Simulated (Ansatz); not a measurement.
Harmonic frequencies (cm⁻¹) at PBE0-D4/def2-TZVP from Ansatz: 36, 78, 78, 205, 205, 216, 368, 368, 516, 561, 736, 736, 921, 929, 929, 1216, 1445, 1445, 3044, 3129, 3129.

Each molecule was computed in one conformer, which needn't be the lowest.

Which molecule is it?
A. `C[O][Ag-][P+](F)(F)F`
B. `F[P+](F)(F)[Cu-][Cl]`
C. `[CH3][Au-][P+](F)(F)F`
D. `[OH][Au-][P+](F)(F)F`

C.
